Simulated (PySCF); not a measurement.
# Electron correlation in Te+ (tellurium, charge +1)

[Kr] 4d10 5s1 5p4, high-spin 4P determinant (an excited configuration). Computed with PySCF 2.14 in ANO-RCC-VTZP (7s6p4d2f1g, 68 functions), with scalar relativity by spin-free X2C-1e. Frozen: [Ar] 3d10; 23 electrons correlated.

```csv
level,correlation energy (mhartree)
CCSD,-627.39
(T),-17.74
CCSD(T),-645.13
```

Diagnostics: T1 = 0.0094, D1 = 0.0557, largest double amplitude 0.169.

A double-excitation amplitude exceeds 0.15, a sign of near-degeneracy.

Cost of the coupled-cluster step: of the order of 27 core-seconds, for 23 correlated electrons.
